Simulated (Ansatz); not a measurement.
Isolated molecules relaxed with PBE0-D4/def2-TZVP in Ansatz; ΔE leaves out vibrations. CCSD(T)/CBS adds triple-zeta CCSD(T) − MP2 to the extrapolated MP2 energy (def2 sets, frozen cores). DFT in def2-TZVPP. For Se outer-core shells are correlated without core-valence functions, which leaves a few kJ/mol of doubt a bond. Scalar relativity is left out up to krypton. Each species was taken in one conformer, which may not be the lowest.

`N[SiH](F)P` + `[SeH][SiH2][SeH]` → `P[Se][SiH2][SeH]` + `N[SiH2]F`  (cleavage of the P–Si bond)

`N[SiH](F)P`:

Cartesian coordinates in Å:
```
N -1.471 -0.350 0.455
Si -0.162 0.118 -0.517
F -0.047 -0.677 -1.909
P 1.713 -0.390 0.599
H -1.480 -1.223 0.956
H -2.398 0.014 0.309
H -0.374 1.536 -0.887
H 2.561 0.178 -0.387
H 1.658 0.795 1.380
```

`[SeH][SiH2][SeH]`:

Z-matrix (Å, degrees):
```
Si
Se 1 2.274
Se 1 2.274 2 114.3
H 1 1.483 2 112.6 3 117.8
H 1 1.483 2 103.5 3 -122.8
H 2 1.469 1 92.9 3 -55.4
H 3 1.469 1 92.9 2 -55.5
```

`P[Se][SiH2][SeH]`:

```xyz
9

P     0.036   -2.259    0.195
Se   -0.719   -0.301    1.069
Si    0.578    0.953   -0.323
Se   -0.031    3.133   -0.132
H     0.312   -2.894    1.433
H    -1.234   -2.880    0.065
H     0.426    0.447   -1.709
H     2.007    0.926    0.072
H    -1.375    2.876   -0.669
```

`N[SiH2]F`:

Cartesian coordinates in Å:
```
N -0.255 0.224 -0.991
Si 0.169 -0.252 0.580
F 0.209 0.941 1.652
H -1.208 0.416 -1.251
H 0.400 0.680 -1.604
H 1.539 -0.808 0.544
H -0.854 -1.201 1.070
```

```json
{"level": "revPBE-D4", "ΔE (kJ/mol)": "6.0", "difference from CCSD(T)/CBS": "3.4"}
{"level": "PBE0-D4", "ΔE (kJ/mol)": "7.0", "difference from CCSD(T)/CBS": "4.4"}
{"level": "r2SCAN0-D4", "ΔE (kJ/mol)": "6.9", "difference from CCSD(T)/CBS": "4.3"}
{"level": "PBE", "ΔE (kJ/mol)": "8.2", "difference from CCSD(T)/CBS": "5.6"}
{"level": "r2SCAN", "ΔE (kJ/mol)": "8.7", "difference from CCSD(T)/CBS": "6.1"}
{"level": "r2SCANh", "ΔE (kJ/mol)": "8.2", "difference from CCSD(T)/CBS": "5.6"}
{"level": "r2SCAN0", "ΔE (kJ/mol)": "7.3", "difference from CCSD(T)/CBS": "4.7"}
{"level": "LC-ωPBE", "ΔE (kJ/mol)": "11.4", "difference from CCSD(T)/CBS": "8.8"}
{"level": "MP2/def2-TZVPP", "ΔE (kJ/mol)": "-1.4", "difference from CCSD(T)/CBS": "-4.0"}
{"level": "HF/def2-QZVPP", "ΔE (kJ/mol)": "-2.1", "difference from CCSD(T)/CBS": "-4.7"}
{"level": "CCSD(T)/CBS", "ΔE (kJ/mol)": "2.6", "difference from CCSD(T)/CBS": "0"}
```

Largest T1 diagnostic among the species: 0.012.

Leaving LDA and LC-ωPBE aside and taking each functional with its dispersion term where it has one, the values, not all of them listed here, spread over 14.0 kJ/mol, from BHLYP-D4 to B97M-V. LDA lies +5.9 kJ/mol from PBE without D4. At CCSD(T), def2-SVP lies +6.1 kJ/mol from the extrapolated value and def2-TZVPP +1.9 kJ/mol.
